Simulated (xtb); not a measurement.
HSSi (SMILES [Si]=[SH+]), charge +1, singlet, from a rough starting geometry; GFN2-xTB (xtb 6.7.1).

Input for xtb:
```
$ xtb mol.xyz --gfn 2 --chrg 1 --opt vtight --json

# file mol.xyz
3

Si     1.48236500    -0.30259662     0.00318383
S     -0.28266488     0.71388653     0.02494782
H     -1.17583846    -0.39735705    -0.03788055
```

It wrote (shortened):

```
   ID    Z sym.   atoms
    1   14 Si     1
    2   16 S      2
    3    1 H      3

           -------------------------------------------------
          |                Calculation Setup                |
           -------------------------------------------------

           -------------------------------------------------
          |                 G F N 2 - x T B                 |
           -------------------------------------------------

          ...................................................
          :                      SETUP                      :
          :.................................................:
          :  # basis functions                  21          :
          :  # atomic orbitals                  19          :
          :  # shells                            7          :
          :  # electrons                        10          :
          :  max. iterations                   250          :
          :  Hamiltonian                  GFN2-xTB          :
          :  restarted?                      false          :
          :  GBSA solvation                  false          :
          :  PC potential                    false          :
          :  electronic temp.          300.0000000     K    :
          :  accuracy                    1.0000000          :
          :  -> integral cutoff          0.2500000E+02      :
          :  -> integral neglect         0.1000000E-07      :
          :  -> SCF convergence          0.1000000E-05 Eh   :
          :  -> wf. convergence          0.1000000E-03 e    :
          :  Broyden damping             0.4000000          :
          :  net charge                          1          :
          :  unpaired electrons                  0          :
          ...................................................

 iter      E             dE          RMSdq      gap      omega  full diag
   1     -4.9911078 -0.499111E+01  0.163E+01    2.80       0.0  T
   2     -5.0202170 -0.291092E-01  0.123E+01    2.36       1.0  T
   3     -5.0205218 -0.304861E-03  0.307E+00    2.68       1.0  T
   4     -5.0205191  0.268075E-05  0.250E+00    2.37       1.0  T
   5     -5.0133646  0.715457E-02  0.266E+00    2.89       1.0  T
   6     -5.0238959 -0.105313E-01  0.752E-01    2.69       1.0  T
   7     -5.0227264  0.116952E-02  0.113E+00    2.74       1.0  T
   8     -5.0245345 -0.180816E-02  0.276E-01    2.66       1.0  T
   9     -5.0246346 -0.100133E-03  0.716E-02    2.64       1.0  T
  10     -5.0246418 -0.715814E-05  0.704E-03    2.64       8.2  T
  11     -5.0246419 -0.582832E-07  0.245E-03    2.64      23.6  T
  12     -5.0246419 -0.300493E-08  0.173E-03    2.64      33.3  T
  13     -5.0246419 -0.216644E-08  0.540E-04    2.64     106.8  T
  14     -5.0246419 -0.358676E-09  0.185E-04    2.64     312.6  T

   *** convergence criteria satisfied after 14 iterations ***

         :::::::::::::::::::::::::::::::::::::::::::::::::::::
         ::                     SUMMARY                     ::
         :::::::::::::::::::::::::::::::::::::::::::::::::::::
         :: total energy              -5.002376354807 Eh    ::
         :: gradient norm              0.051572561737 Eh/a0 ::
         :: HOMO-LUMO gap              2.637489343890 eV    ::
         ::.................................................::
         :: SCC energy                -5.024641859229 Eh    ::
         :: -> isotropic ES            0.117523131547 Eh    ::
         :: -> anisotropic ES         -0.004161204590 Eh    ::
         :: -> anisotropic XC         -0.010780081832 Eh    ::
         :: -> dispersion             -0.001167765835 Eh    ::
         :: repulsion energy           0.022265504422 Eh    ::
         :: add. restraining           0.000000000000 Eh    ::
         :: total charge               1.000000000000 e     ::
         :::::::::::::::::::::::::::::::::::::::::::::::::::::

      -----------------------------------------------------------
     |                   =====================                   |
     |                        A N C O P T                        |
     |                   =====================                   |
     |               Approximate Normal Coordinate               |
     |                Rational Function Optimizer                |
      -----------------------------------------------------------
      -----------------------------------------------------------
     |                   =====================                   |
     |                        A N C O P T                        |
     |                   =====================                   |
     |               Approximate Normal Coordinate               |
     |                Rational Function Optimizer                |
      -----------------------------------------------------------

          ...................................................
          :                      SETUP                      :
          :.................................................:
          :   optimization level         verytight          :
          :   max. optcycles                   200          :
          :   ANC micro-cycles                  20          :
          :   degrees of freedom                 3          :
          :.................................................:
          :   RF solver                   davidson          :
          :   write xtbopt.log                true          :
          :   linear?                        false          :
          :   energy convergence         0.1000000E-06 Eh   :
          :   grad. convergence          0.2000000E-03 Eh/α :
          :   maxmium RF displ.          1.0000000          :
          :   Hlow (freq-cutoff)         0.1000000E-01      :
          :   Hmax (freq-cutoff)         5.0000000          :
          :   S6 in model hess.         20.0000000          :
          ...................................................

generating ANC from exact Hessian ...
[...]
 * total energy  :    -5.0023764 Eh     change       -0.4113332E-10 Eh
 * total energy  :    -5.0051906 Eh     change       -0.2814230E-02 Eh
 * total energy  :    -5.0057619 Eh     change       -0.5713530E-03 Eh
 * total energy  :    -5.0057112 Eh     change        0.5072645E-04 Eh
 * total energy  :    -5.0058537 Eh     change       -0.1424920E-03 Eh
 * total energy  :    -5.0058539 Eh     change       -0.1788693E-06 Eh
 * total energy  :    -5.0058543 Eh     change       -0.3742973E-06 Eh
 * total energy  :    -5.0058543 Eh     change       -0.8077992E-09 Eh
   *** GEOMETRY OPTIMIZATION CONVERGED AFTER 8 ITERATIONS ***
[...]
          :  max. iterations                   250          :
          :  Hamiltonian                  GFN2-xTB          :
          :  restarted?                      false          :
          :  GBSA solvation                  false          :
          :  PC potential                    false          :
          :  electronic temp.          300.0000000     K    :
          :  accuracy                    1.0000000          :
          :  -> integral cutoff          0.2500000E+02      :
          :  -> integral neglect         0.1000000E-07      :
          :  -> SCF convergence          0.1000000E-05 Eh   :
          :  -> wf. convergence          0.1000000E-03 e    :
          :  Broyden damping             0.4000000          :
          :  net charge                          1          :
          :  unpaired electrons                  0          :
          ...................................................

 iter      E             dE          RMSdq      gap      omega  full diag
   1     -5.0255250 -0.502553E+01  0.359E-05    2.45       0.0  T
   2     -5.0255250  0.113687E-12  0.206E-05    2.45    2803.0  T
   3     -5.0255250 -0.445866E-12  0.182E-05    2.45    3177.6  T

   *** convergence criteria satisfied after 3 iterations ***

         :::::::::::::::::::::::::::::::::::::::::::::::::::::
         ::                     SUMMARY                     ::
         :::::::::::::::::::::::::::::::::::::::::::::::::::::
         :: total energy              -5.005854257620 Eh    ::
         :: gradient norm              0.000011982347 Eh/a0 ::
         :: HOMO-LUMO gap              2.454524520008 eV    ::
         ::.................................................::
         :: SCC energy                -5.025525018529 Eh    ::
         :: -> isotropic ES            0.117833589279 Eh    ::
         :: -> anisotropic ES         -0.003652003697 Eh    ::
         :: -> anisotropic XC         -0.010450552667 Eh    ::
         :: -> dispersion             -0.001168581783 Eh    ::
         :: repulsion energy           0.019670760909 Eh    ::
         :: add. restraining           0.000000000000 Eh    ::
         :: total charge               1.000000000000 e     ::
         :::::::::::::::::::::::::::::::::::::::::::::::::::::

           -------------------------------------------------
          |                Property Printout                |
           -------------------------------------------------

    * Orbital Energies and Occupations

         #    Occupation            Energy/Eh            Energy/eV
      -------------------------------------------------------------
         1        2.0000           -0.9777739             -26.6066
         2        2.0000           -0.8510364             -23.1579
         3        2.0000           -0.7156505             -19.4738
         4        2.0000           -0.6386564             -17.3787
         5        2.0000           -0.6338953             -17.2492 (HOMO)
         6                         -0.5436932             -14.7946 (LUMO)
         7                         -0.5353694             -14.5681
         8                         -0.4378386             -11.9142
         9                         -0.3819609             -10.3937
        10                         -0.3137165              -8.5367
        11                         -0.3098946              -8.4327
        12                         -0.2961956              -8.0599
        13                         -0.2882150              -7.8427
        14                         -0.2145477              -5.8381
        15                         -0.2123246              -5.7776
        16                         -0.1546428              -4.2080
       ...                                ...                  ...
        19                          0.4846911              13.1891
      -------------------------------------------------------------
                  HL-Gap            0.0902021 Eh            2.4545 eV
             Fermi-level           -0.5887943 Eh          -16.0219 eV

     #   Z          covCN         q      C6AA      α(0)
     1  14 Si       0.879     0.650   209.577    31.459
     2  16 S        1.800     0.106   136.783    19.685
     3   1 H        0.922     0.244     0.900     1.484

 Mol. C6AA /au·bohr⁶  :        724.183409
 Mol. C8AA /au·bohr⁸  :      42460.824354
 Mol. α(0) /au        :         52.628209

Wiberg/Mayer (AO) data.
largest (>0.10) Wiberg bond orders for each atom

 ---------------------------------------------------------------------------
     #   Z sym  total        # sym  WBO       # sym  WBO       # sym  WBO
 ---------------------------------------------------------------------------
     1  14 Si   1.901 --     2 S    1.832
     2  16 S    2.704 --     1 Si   1.832     3 H    0.872
     3   1 H    0.940 --     2 S    0.872
 ---------------------------------------------------------------------------

Topologies differ in total number of bonds
Writing topology from bond orders to xtbtopo.mol

molecular dipole:
                 x           y           z       tot (Debye)
 q only:        1.242      -0.429      -0.009
   full:        1.423      -0.573      -0.013       3.900
molecular quadrupole (traceless):
                xx          xy          yy          xz          yz          zz
 q only:        6.032      -1.269      -2.598       0.061       0.025      -3.434
  q+dip:        6.862      -0.778      -3.158       0.096       0.020      -3.704
   full:        4.896       1.512      -2.110       0.161       0.058      -2.786

optimized geometry written to: xtbopt.xyz

           -------------------------------------------------
          | TOTAL ENERGY               -5.005854257620 Eh   |
          | GRADIENT NORM               0.000011982347 Eh/α |
          | HOMO-LUMO GAP               2.454524520008 eV   |
           -------------------------------------------------

normal termination of xtb
```
